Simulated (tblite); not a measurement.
C8H15P.
Structure used (GFN2-xTB), in Å, numbered top down from 1:
```
atom  x, y, z in Å
C1     3.0275   -0.7575   -0.5225
C2     2.2181    0.1435    0.0064
C3     0.7609   -0.0221    0.2849
C4     0.2718   -1.4689    0.2864
C5    -1.1651   -1.5837    0.7896
C6    -2.1578   -0.8697   -0.1245
C7    -1.8698    0.6245   -0.2155
P8    -0.2184    0.9152   -1.0250
C9     0.0631    2.6469   -0.4317
H10    4.0672   -0.5398   -0.7013
H11    2.6982   -1.7441   -0.7978
H12    2.6116    1.1214    0.2594
H13    0.5362    0.4392    1.2569
H14    0.9265   -2.0677    0.9261
H15    0.3281   -1.8726   -0.7276
H16   -1.4375   -2.6399    0.8565
H17   -1.2311   -1.1601    1.7956
H18   -3.1724   -1.0243    0.2539
H19   -2.1053   -1.3080   -1.1246
H20   -2.6322    1.1160   -0.8267
H21   -1.8856    1.0785    0.7806
H22    1.0549    2.9736   -0.7383
H23   -0.0291    2.7225    0.6515
H24   -0.6716    3.2970   -0.9047
```

Method: GFN2-xTB as coded in tblite; computed harmonic values from a numerical Hessian at the method's own geometry, unscaled. Against measured fundamentals such values can be off by several per cent, at times by over 20. One conformer, not necessarily the lowest.

Harmonic wavenumbers (cm⁻¹): 71.8, 94.7, 166.9, 172.7, 180.6, 228.8, 267.1, 281.1, 310.7, 340.7, 369.3, 492.4, 554.7, 576.7, 685.9, 705.4, 735.7, 811.4, 855.6, 871.3, 878.8, 889.1, 907.2, 912.6, 984.4, 993.5, 1017.5, 1030.4, 1058.0, 1065.4, 1126.5, 1135.8, 1168.2, 1179.5, 1222.9, 1240.5, 1272.8, 1283.4, 1305.7, 1318.5, 1343.2, 1351.1, 1355.3, 1417.8, 1441.1, 1445.6, 1460.1, 1482.1, 1488.3, 1498.3, 1705.9, 2858.4, 2918.9, 2944.6, 2947.5, 2948.5, 2953.9, 2967.2, 2971.5, 2974.6, 2979.3, 3005.0, 3015.3, 3033.8, 3106.0, 3132.7.

A = 1724, B = 1291, C = 825.0 MHz; mass 142.091 u (most abundant isotopes); point group C1, symmetry number 1.

Task: What is the zero-point energy?

Result: ½Σν̃ = 45755 cm⁻¹ = 547.35 kJ/mol.

Task: Give the ideal-gas entropy at 298.15 K and 1 bar in the rigid-rotor, harmonic-oscillator model (classical rotation).

Result: Translation 170.67, rotation 123.64, vibration 118.36: S = 412.7 J/(mol K).

Task: And Cp and H(298.15 K) − H(0)?

Result: Cp = 176.74 J/(mol K), of which vibrations give 143.48 (their classical limit is 66 R = 548.8); H(298.15 K) − H(0) = 30.01 kJ/mol without the zero-point energy, 20.09 from vibrations.

Task: Blend soft modes into free rotors: weight 1/[1 + (100 cm⁻¹/ν̃)⁴] for the oscillator and the rest for a rotor with moment μB/(μ + B), μ = h/(8π²ν), B = 10⁻⁴⁴ kg m². What vibrational entropy results?

Result: 113.81 J/(mol K) in place of 118.36, which changes −T·S at 298.15 K by +1.36 kJ/mol.

Task: What must be added to the electronic energy to get the Gibbs energy at 298.15 K and 1 bar?

Result: ZPE + [H(298.15 K) − H(0)] − T·S = 547.35 + 30.01 − 123.04 = 454.32 kJ/mol.

Task: How do the functions run with temperature in this model?

Result: 
```
T (K)  S (J/(mol K))  Cp (J/(mol K))  H − H(0) (kJ/mol)  G − H(0) (kJ/mol)  ln q(vib)
  150          320.9           101.7               9.59             -38.55       2.26
  250          383.9           150.6              22.13             -73.85       4.83
  400          472.4           231.8              50.85            -138.11       8.95
  600          583.9           319.1             106.46            -243.90      14.70
  900          730.8           404.0             215.97            -441.74      23.22
```

q(vib) and H(0) count from the zero-point level.

Task: Which modes carry the vibrational entropy at 298.15 K?

Result: 71.8 cm⁻¹: 17.17; 94.7 cm⁻¹: 14.90; 166.9 cm⁻¹: 10.33; 172.7 cm⁻¹: 10.07; 180.6 cm⁻¹: 9.72; 228.8 cm⁻¹: 7.90 J/(mol K); the other 60 give 48.28 together.

Hindered rotation and anharmonicity are outside this model. Other conformers, if any are populated, would add a mixing term that is left out. The structure is chiral; the term R ln 2 for an equal mix with its mirror image is left out.
